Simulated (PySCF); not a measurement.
## Radial density of K (potassium, neutral)

wB97X-V, [Ar] 4s1, 2S determinant. Computed with PySCF 2.14 in x2c-QZVPPall with one added diffuse shell each of s, p, d, f type (12s8p5d4f, 89 functions), with the spin-free X2C one-electron Hamiltonian (Gaussian nucleus).

```json
{"r (bohr)": "0.00141", "4πr²ρ (e/bohr)": "0.1340", "4πr²(ρα − ρβ)": "0.0000"}
{"r (bohr)": "0.00238", "4πr²ρ (e/bohr)": "0.3507", "4πr²(ρα − ρβ)": "0.0001"}
{"r (bohr)": "0.00400", "4πr²ρ (e/bohr)": "0.8968", "4πr²(ρα − ρβ)": "0.0002"}
{"r (bohr)": "0.00673", "4πr²ρ (e/bohr)": "2.207", "4πr²(ρα − ρβ)": "0.0005"}
{"r (bohr)": "0.0113", "4πr²ρ (e/bohr)": "5.087", "4πr²(ρα − ρβ)": "0.0012"}
{"r (bohr)": "0.0190", "4πr²ρ (e/bohr)": "10.48", "4πr²(ρα − ρβ)": "0.0024"}
{"r (bohr)": "0.0320", "4πr²ρ (e/bohr)": "17.83", "4πr²(ρα − ρβ)": "0.0037"}
{"r (bohr)": "0.0539", "4πr²ρ (e/bohr)": "22.25", "4πr²(ρα − ρβ)": "0.0033"}
{"r (bohr)": "0.0906", "4πr²ρ (e/bohr)": "18.50", "4πr²(ρα − ρβ)": "0.0000"}
{"r (bohr)": "0.152", "4πr²ρ (e/bohr)": "16.41", "4πr²(ρα − ρβ)": "0.0021"}
{"r (bohr)": "0.256", "4πr²ρ (e/bohr)": "22.79", "4πr²(ρα − ρβ)": "0.0112"}
{"r (bohr)": "0.431", "4πr²ρ (e/bohr)": "14.33", "4πr²(ρα − ρβ)": "0.0006"}
{"r (bohr)": "0.725", "4πr²ρ (e/bohr)": "5.163", "4πr²(ρα − ρβ)": "0.0222"}
{"r (bohr)": "1.22", "4πr²ρ (e/bohr)": "6.599", "4πr²(ρα − ρβ)": "0.0149"}
{"r (bohr)": "2.05", "4πr²ρ (e/bohr)": "2.110", "4πr²(ρα − ρβ)": "0.0296"}
{"r (bohr)": "3.45", "4πr²ρ (e/bohr)": "0.3092", "4πr²(ρα − ρβ)": "0.2090"}
{"r (bohr)": "5.81", "4πr²ρ (e/bohr)": "0.1636", "4πr²(ρα − ρβ)": "0.1632"}
{"r (bohr)": "9.76", "4πr²ρ (e/bohr)": "0.01598", "4πr²(ρα − ρβ)": "0.0160"}
{"r (bohr)": "16.4", "4πr²ρ (e/bohr)": "6.156e-05", "4πr²(ρα − ρβ)": "0.0001"}
```

Densities and radii are taken from the X2C orbitals without a picture-change correction, which distorts them close to the nucleus.
